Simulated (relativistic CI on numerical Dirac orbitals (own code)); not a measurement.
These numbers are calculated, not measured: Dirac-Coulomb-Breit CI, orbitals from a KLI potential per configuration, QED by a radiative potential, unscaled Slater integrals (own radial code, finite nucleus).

The strongest absorption lines from the ground level of an ion, among the configurations computed and to levels below about 373 eV (vacuum wavelength in Å, gf): 34.571 (0.00012), 70.689 (0.0035), 77.252 (0.00053), 81.494 (0.0004), 88.184 (0.54), 94.183 (0.18), 104.80 (0.04), 129.13 (0.11).

(1) Which ion is it?
A. Nb25+
B. Tc29+
C. Nb27+
D. Rh31+

## Answers

(1) C. Nb27+ has 14 electrons and the ground level 3s2.3p2 3P_0; the strongest line goes to 3s2.3p.3d 3D°_1. The pattern of lines fixes the number of electrons, and along that sequence the line energies rise steadily with the charge (about as its square where n changes within one kind of shell, about linearly where n is kept but much faster in heavy ions where fine structure, which grows about as Z⁴, sets the gap, and irregularly where shells cross), which fixes Z. Configurations outside the model, such as inner-shell arrays, can give stronger lines. At this charge energies of transitions that change n are usually good to better than 1 %, and those within a shell (Δn = 0) to a few per cent.

LS names give the leading component of a level, which can be under half, so a name can repeat, a term be missing and a line seem to break the LS rules.
